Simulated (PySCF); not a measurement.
ethylenediamine cation (C2H8N2), SMILES NCCN (connectivity only; charge and spin as stated), charge +1, multiplicity 2.

The structure is a stationary point at PBE-D3(BJ)/def2-SVP. The multiplicity is an assumed one; no other spin state was optimised. Other conformers were not sampled.

Calculation: PBE-D3(BJ)/def2-SVP (PySCF 2.14.0).

No scaling factor is applied to the harmonic values.

Question: Give all harmonic wavenumbers and intensities. (Estimate from the structure and the level; the computed values follow.)

Answer: 
| mode | ν (cm⁻¹) | IR (km/mol) | moving atoms (share of kinetic energy) |
|---|---|---|---|
| 1 | 123 | 4.0 | H 48 %, C 28 %, N 24 % |
| 2 | 294 | 16.1 | C 38 %, H 35 %, N 27 % |
| 3 | 334 | 0.0 | N 37 %, C 37 %, H 26 % |
| 4 | 376 | 4.0 | H 95 % |
| 5 | 413 | 0.0 | H 90 %, C 10 % |
| 6 | 492 | 0.0 | H 67 %, N 20 %, C 13 % |
| 7 | 504 | 465.9 | H 71 %, N 26 % |
| 8 | 601 | 0.0 | C 73 %, N 22 % |
| 9 | 782 | 11.1 | H 94 % |
| 10 | 849 | 0.0 | H 88 %, C 10 % |
| 11 | 982 | 6.1 | H 93 % |
| 12 | 1132 | 0.0 | H 74 %, C 21 % |
| 13 | 1135 | 0.0 | H 61 %, C 27 %, N 12 % |
| 14 | 1225 | 0.0 | H 62 %, N 23 %, C 14 % |
| 15 | 1232 | 0.5 | H 82 %, C 16 % |
| 16 | 1249 | 17.1 | C 38 %, N 32 %, H 30 % |
| 17 | 1298 | 0.0 | H 84 %, N 10 % |
| 18 | 1308 | 0.7 | H 77 %, C 12 %, N 11 % |
| 19 | 1417 | 30.1 | H 82 %, C 17 % |
| 20 | 1432 | 0.0 | H 83 %, C 17 % |
| 21 | 1571 | 0.0 | H 85 %, N 13 % |
| 22 | 1576 | 99.7 | H 82 %, N 15 % |
| 23 | 3017 | 0.0 | H 95 % |
| 24 | 3021 | 2.4 | H 95 % |
| 25 | 3106 | 0.0 | H 89 %, C 11 % |
| 26 | 3120 | 0.5 | H 89 %, C 11 % |
| 27 | 3460 | 478.8 | H 96 % |
| 28 | 3472 | 0.0 | H 96 % |
| 29 | 3582 | 0.1 | H 91 %, N 9 % |
| 30 | 3583 | 197.8 | H 91 %, N 9 % |
